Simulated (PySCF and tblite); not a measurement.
Results of a calculation; reference values are marked as such.
C6H5FOS2, numbered as in [CH3:1][C:2](=[S:3])[c:4]1[cH:5][c:6]([OH:7])[c:8]([F:9])[s:10]1.

Free energies: B3LYP-D3(BJ)/def2-SVP (IEF-PCM, acetonitrile) on GFN2-xTB structures plus GFN2-xTB thermal terms, symmetry and mirror images included. Conformers within 2.5 kcal/mol (GFN2-xTB free energy) were kept, 4 at most. (PySCF 2.14, tblite 0.8.)

Torsions listed: S3–C2–C4–S10, C5–C6–O7–H7.

```json
{"conformer": "1", "shape": "0°, 180°", "symmetry": "Cs", "dipole D": "4.81"}
{"conformer": "2", "shape": "180°, 0°", "symmetry": "Cs", "dipole D": "1.48"}
{"conformer": "3", "shape": "180°, 180°", "symmetry": "Cs", "dipole D": "4.79"}
```

Which of these conformers is the most populated at 298.15 K, and with what share?

Conformer 1, about 89 %.

Give the DFT energies and free energies relative to the lowest, and all weights.


```json
{"conformer": "1", "shape": "0°, 180°", "E(DFT) kcal/mol": "0.00", "G(298.15 K) kcal/mol": "0.00", "weight %": "89.3"}
{"conformer": "2", "shape": "180°, 0°", "E(DFT) kcal/mol": "2.07", "G(298.15 K) kcal/mol": "1.88", "weight %": "3.7"}
{"conformer": "3", "shape": "180°, 180°", "E(DFT) kcal/mol": "1.67", "G(298.15 K) kcal/mol": "1.51", "weight %": "7.0"}
```

How does its share change from 250 K to 350 K?

From 94 % to 84 %; the mixing entropy goes from 0.56 to 1.06 cal/(mol K).


Conformer gaps in def2-SVP on xTB geometries can be 2 kcal/mol too large for S=O, P=O and other polar bonds.